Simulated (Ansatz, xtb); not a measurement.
Gas-phase reaction in SMILES: [SiH3]c1ccncc1 [pyridin-4-ylsilane] + 6 C (CH4) + N (NH3) → 2 C=C (C2H4) + C=N (CH3N) + 2 CC (C2H6) [ethane] + CN (CH5N) [methanamine] + C[SiH3]
Structures are relaxed separately at B3LYP-D3(BJ)/def2-TZVP in Ansatz (a program for electronic structure). Unstable Hartree-Fock reference: [SiH3]c1ccncc1.
Geometry of the first species:
SMILES: [SiH3]c1ccncc1
```xyz
14

Si     2.3272    -0.1405     0.0576
C      0.4550    -0.0234     0.0252
C     -0.1995     1.1549    -0.3397
C     -1.5883     1.1855    -0.3748
N     -2.3544     0.1377    -0.0733
C     -1.7359    -0.9888     0.2789
C     -0.3537    -1.1165     0.3431
H      2.8419    -0.5555    -1.2690
H      2.7405    -1.1456     1.0633
H      2.8986     1.1832     0.3951
H      0.3579     2.0490    -0.5917
H     -2.1086     2.0952    -0.6558
H     -2.3752    -1.8305     0.5244
H      0.0789    -2.0629     0.6442
```
Charge 0, spin multiplicity 1.

Quantity: bond separation energy (electronic energy difference), in kJ/mol. Valence correlation only, unless marked. Spin-orbit coupling is left out. Non-relativistic unless marked X2C. Basis-set limits of correlation are two-point, X^-3; Hartree-Fock from the larger set. [CCSD(T)-MP2]/basis is that difference in the basis named.

```tsv
level	program	bond separation energy (kJ/mol)
GFN2-xTB	xtb	?
r2SCAN-D4/def2-TZVPD	Ansatz + dftd4	?
B3LYP-D3(BJ)/def2-TZVPD	Ansatz + dftd3	281.1
B3LYP-D4/def2-TZVPD	Ansatz + dftd4	284.8
B3LYP/def2-TZVPD	Ansatz	268.9
PBE0-D3(BJ)/def2-TZVP	Ansatz + dftd3	284.4
PBE0-D4/def2-TZVPD	Ansatz + dftd4	286.6
PBE0/def2-TZVPD	Ansatz	277.5
HSE06/def2-TZVPD	Ansatz	278.0
wB97X-V/def2-TZVPD	Ansatz	264.1
wB97X/def2-TZVPD	Ansatz	258.1
B2GP-PLYP-D4/def2-TZVPD	Ansatz + dftd4	289.5
RPA@PBE/cc-pV(T+d)Z	Ansatz	?
SCS-MP2/STO-3G	Ansatz	277.7
CCSD/6-31G*	Ansatz	260.4
X2C-CCSD(T)/cc-pVTZ-DK	Ansatz	265.5
RI-MP2/CBS(cc-pV(T+d)Z,cc-pV(Q+d)Z)+[CCSD(T)-MP2]/cc-pV(T+d)Z	Ansatz	266.8
```

Question: What belongs in the gaps?

Answer: 
- GFN2-xTB, bond separation energy (kJ/mol): 317.1
- r2SCAN-D4/def2-TZVPD, bond separation energy (kJ/mol): 300.0
- RPA@PBE/cc-pV(T+d)Z, bond separation energy (kJ/mol): 248.9
